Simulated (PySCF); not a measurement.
# `InChI=1S/C9H14O/c1-10-9-7-5-3-2-4-6-8-9/h5H,2-4,6,8H2,1H3`

Molfile (atoms numbered from 1):
```
C9H14O
     RDKit          3D

 24 24  0  0  0  0  0  0  0  0999 V2000
    1.9072    0.5274   -0.0965 C   0  0  0  0  0  0  0  0  0  0  0  0
    1.2071   -0.5812    0.4029 O   0  0  0  0  0  0  0  0  0  0  0  0
    0.2579   -0.3087    1.3247 C   0  0  0  0  0  0  0  0  0  0  0  0
   -0.0037    0.8856    1.8343 C   0  0  0  0  0  0  0  0  0  0  0  0
   -0.7709    1.9244    2.0840 C   0  0  0  0  0  0  0  0  0  0  0  0
   -1.9946    2.2030    1.2448 C   0  0  0  0  0  0  0  0  0  0  0  0
   -2.3886    1.0594    0.3139 C   0  0  0  0  0  0  0  0  0  0  0  0
   -2.7983   -0.2560    1.0157 C   0  0  0  0  0  0  0  0  0  0  0  0
   -1.8858   -1.4751    0.8221 C   0  0  0  0  0  0  0  0  0  0  0  0
   -0.6029   -1.4898    1.6621 C   0  0  0  0  0  0  0  0  0  0  0  0
    2.6755    0.1446   -0.7804 H   0  0  0  0  0  0  0  0  0  0  0  0
    1.2374    1.2155   -0.6407 H   0  0  0  0  0  0  0  0  0  0  0  0
    2.3821    1.0937    0.7249 H   0  0  0  0  0  0  0  0  0  0  0  0
   -0.5747    2.6001    2.9276 H   0  0  0  0  0  0  0  0  0  0  0  0
   -2.8314    2.4251    1.9333 H   0  0  0  0  0  0  0  0  0  0  0  0
   -1.8504    3.1309    0.6609 H   0  0  0  0  0  0  0  0  0  0  0  0
   -1.5602    0.8643   -0.3882 H   0  0  0  0  0  0  0  0  0  0  0  0
   -3.2251    1.4129   -0.3099 H   0  0  0  0  0  0  0  0  0  0  0  0
   -3.7984   -0.5427    0.6530 H   0  0  0  0  0  0  0  0  0  0  0  0
   -2.9233   -0.0728    2.0978 H   0  0  0  0  0  0  0  0  0  0  0  0
   -2.4595   -2.3852    1.0657 H   0  0  0  0  0  0  0  0  0  0  0  0
   -1.6162   -1.5639   -0.2449 H   0  0  0  0  0  0  0  0  0  0  0  0
   -0.8598   -1.4652    2.7315 H   0  0  0  0  0  0  0  0  0  0  0  0
   -0.0342   -2.4141    1.4741 H   0  0  0  0  0  0  0  0  0  0  0  0
  1  2  1  0
  2  3  1  0
  3  4  2  0
  4  5  2  0
  5  6  1  0
  6  7  1  0
  7  8  1  0
  8  9  1  0
  9 10  1  0
 10  3  1  0
  1 11  1  0
  1 12  1  0
  1 13  1  0
  5 14  1  0
  6 15  1  0
  6 16  1  0
  7 17  1  0
  7 18  1  0
  8 19  1  0
  8 20  1  0
  9 21  1  0
  9 22  1  0
 10 23  1  0
 10 24  1  0
M  END
```

Method: TDDFT CAM-B3LYP/def2-SVPD circular dichroism and optical rotation, one conformer, gas phase (PySCF). Geometry: PBE0-D3(BJ)/def2-SVP.

States above about 7.5 eV (minus the energy of the highest occupied orbital) lie near or above the ionisation threshold and depend on the basis. No stereocentre is labelled: unless the shape is locked (an allene, a helicene, a hindered biaryl), the mirror image is equally populated and a measured rotation or CD is zero.

Question: Draw the ECD and absorption spectra from the lowest 12 states, each a Gaussian of half-width 0.35 eV at 1/e height.

Answer: 
```csv
E (eV),λ (nm),Δε (L mol⁻¹ cm⁻¹),ε (L mol⁻¹ cm⁻¹)
4.21,295,+1.33,39.7
4.31,288,+2.77,82.9
4.41,281,+4.91,147
4.51,275,+7.38,221
4.61,269,+9.43,282
4.71,263,+10.23,306
4.81,258,+9.43,282
4.91,253,+7.38,221
5.01,248,+4.91,147
5.11,243,+2.77,83.7
5.21,238,+1.31,43.3
5.31,234,+0.47,28.9
5.41,229,-0.03,44.8
5.51,225,-0.48,107
5.61,221,-1.13,248
5.71,217,-2.06,517
5.81,213,-3.11,981
5.91,210,-3.80,1730
6.01,206,-3.34,2890
6.11,203,-0.98,4630
6.21,200,+3.51,7020
6.31,197,+9.35,9880
6.41,193,+14.78,12600
6.51,190,+17.79,14500
6.61,188,+17.38,15000
6.71,185,+14.17,14200
6.81,182,+9.82,13000
6.91,179,+5.89,12000
7.01,177,+3.05,11800
7.11,174,+1.13,12400
7.21,172,-0.44,13500
7.31,170,-2.14,14400
7.41,167,-4.00,14200
7.51,165,-5.58,12700
7.61,163,-6.24,10000
```
Δε uses R in velocity form, ε uses f in length form. Only the states computed contribute, so the short-wavelength end is incomplete.
